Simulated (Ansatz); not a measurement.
Ansatz (a quantum-chemistry and plane-wave program) input:

Ansatz 0.2 input:
```yaml
crystal:
  periodic: [false, false, false]
  atoms:
    - {symbol: Mo, position_ang: [0.00000000, 0.00000000, -0.00000000]}
    - {symbol: C, position_ang: [1.75702749, -0.36817771, -1.09792073]}
    - {symbol: H, position_ang: [2.32486872, -1.19147413, -0.64919203]}
    - {symbol: H, position_ang: [2.39410748, 0.52373170, -1.11356631]}
    - {symbol: H, position_ang: [1.51411418, -0.63837541, -2.13213755]}
    - {symbol: C, position_ang: [0.50336938, 0.51500065, 1.97725161]}
    - {symbol: H, position_ang: [-0.40085830, 0.71068639, 2.56521206]}
    - {symbol: H, position_ang: [1.12790504, 1.41574731, 1.99237678]}
    - {symbol: H, position_ang: [1.05866628, -0.29945852, 2.45675106]}
    - {symbol: C, position_ang: [-1.06330129, 1.58378719, -0.88833488]}
    - {symbol: H, position_ang: [-1.98320536, 1.79016740, -0.32904802]}
    - {symbol: H, position_ang: [-1.33443532, 1.33312121, -1.92045454]}
    - {symbol: H, position_ang: [-0.45444203, 2.49522832, -0.90188330]}
    - {symbol: C, position_ang: [-1.19709559, -1.73061013, 0.00900400]}
    - {symbol: H, position_ang: [-1.46956840, -2.01444058, -1.01413673]}
    - {symbol: H, position_ang: [-2.11833844, -1.55739439, 0.57726979]}
    - {symbol: H, position_ang: [-0.65881386, -2.56753930, 0.46880879]}
basis:
  gaussian:
    orbitals: def2-SVPD
magnetization: {spin_polarized: true, initial_magnetization: 2}
correlation: {method: ccsd_t, electrons: outside_noble_gas}
output: {forces: true}
```

Predict the final energy.

-226.71372 Eh (CCSD(T)/def2-SVPD). The basis has 210 functions.

The spin state was set by rule; other spins were not relaxed.
